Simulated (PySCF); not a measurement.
B3LYP has the VWN-RPA correlation part, as in Gaussian. Delta-SCF ions had no search for a lower state. 

H$_{4}$Sn, SMILES `[SnH4]` (charge 0, multiplicity 1)

All values below come from B3LYP-D3(BJ)/def2-TZVP (PySCF 2.14.0).

The HOMO comes out as -8.97 eV, the dipole moment is 0.00 D and the LUMO is 0.27 eV. The HOMO–LUMO gap comes out as 9.23 eV and the vertical ionisation energy (Delta-SCF) is 11.51 eV. The total energy comes out as -216.7512 Ha and the cost is very roughly 7 core-seconds.

```xyz
5

Sn     0.0001     0.0001     0.0001
H     -1.1240    -1.2822    -0.1054
H     -0.8065     1.4854    -0.2496
H      1.2064    -0.2012    -1.1928
H      0.7240    -0.0020     1.5477
```
